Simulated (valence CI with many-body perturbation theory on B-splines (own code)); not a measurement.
**Dy³⁵⁺ in brief**

Computed by valence CI with perturbative core correlation (CI+MBPT): three valence electrons over a frozen Dirac-Fock core [Ar] 3d10, a basis of 11 s, 11 p, 9 d, 7 f, 5 g, 2 h, 1 i functions for each j, with the one-electron correlation potential Σ1 (screened to all orders), the two-electron term Σ2, the three-electron term Σ3, Breit, model QED; selected single and double excitations, second order for the rest (own B-spline code, finite nucleus).

No measured spectrum was set against this ion. As an estimate, large intervals hold to a few tenths of a per cent, small ones and those within an open d or f shell to about a per cent.

Levels are named by their leading jj configuration (3d3/2^4 stands for four electrons in 3d with j = 3/2), which in mixed levels can hold well under half, so a name can repeat and another be missing.

Rates and lifetimes use the calculated energies. Strong lines usually hold to 10 to 20 %, long lifetimes can be off by a factor of two.

Q: What is the ground level?

A: (4s^2 4p1/2) J=1/2, composition 99 % 4s2 4p 2P°, g = 0.661.

Q: Name the longest-lived excited levels whose lifetime is computed, and their main decay.

A: (4s 4p3/2 4d5/2) J=9/2 at 308.23 eV lives 1.72 μs, mostly by M1 to (4s 4p1/2 4d5/2) J=7/2; (4s^2 4p3/2) J=3/2 at 53.04 eV lives 1.40 μs, mostly by M1 to (4s^2 4p1/2) J=1/2.

Q: Among levels below 426.51 eV, which E1 lines absorb most strongly from the ground level?

A: to (4s^2 4d3/2) J=3/2 at 6.748 nm, f = 0.748; to (4s 4p1/2 4p3/2) J=1/2 at 8.894 nm, f = 0.382; to (4s 4p1/2 4p3/2) J=3/2 at 9.083 nm, f = 0.367.

Q: Where does the other parity begin?

A: At (4s 4p1/2^2) J=1/2, 76.95 eV.

Q: What is the ionisation energy?

A: 1520.8 eV; NIST lists 1520 ± 5 eV (theoretical).

Q: What are the static dipole polarisabilities of the lowest levels?

A: (4s^2 4p1/2) J=1/2 0.0605 bohr³, of which the core gives 0.00382.

Q: How well does LS coupling describe the low levels?

A: Among the lowest 20 levels the leading LS term, summed over configurations, holds 66 % on average. For single configurations the figures are 65 % in LS and 87 % in jj coupling. Terms mix most in the J = 5/2 level at 266.31 eV, where the leading one holds 42 %.
